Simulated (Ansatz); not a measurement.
Reaction (isomerisation): `[BH2][GeH2][SiH2]C` → `B[CH2][GeH2][SiH3]`

Isolated molecules relaxed with PBE0-D4/def2-TZVP in Ansatz; ΔE leaves out vibrations. CCSD(T)/CBS is the MP2 limit (def2-TZVPP, def2-QZVPP) plus CCSD(T) − MP2 in def2-TZVPP, frozen cores. Functionals use def2-TZVPP. B3LYP here is the variant with VWN-RPA as its local correlation; programs differ in this. For Ge outer-core shells are correlated without core-valence functions, which leaves a few kJ/mol of doubt a bond. Scalar relativity is left out up to krypton. One conformer a species, not always the lowest.

CCSD(T)/CBS gives -16.2 kJ/mol.

Q: Another level gave -16.6 kJ/mol. Which?
A. B3LYP/def2-TZVPP
B. MP2/def2-TZVPP
C. HF/def2-TZVPP
D. PBE0-D4/def2-TZVPP

A: D. PBE0-D4 -16.6, B3LYP -11.6, HF/def2-TZVPP -7.2, MP2/def2-TZVPP -23.4 kJ/mol.

Largest T1 diagnostic among the species: 0.012.

The D4 term adds −3.7 kJ/mol with B3LYP and −1.7 kJ/mol with PBE0; it sums over pairs of atoms, weighted by their polarisabilities, and B3LYP, whose exchange is more repulsive, gets the larger term. In def2-TZVPP, CCSD(T) changes the Hartree–Fock value by −11.9 kJ/mol (the triples alone add −2.8 kJ/mol) and MP2 by −16.3 kJ/mol.

CCSD(T)/CBS has its own doubt, a few kJ/mol and more with outer-core shells, so smaller differences from it don't rank the levels.
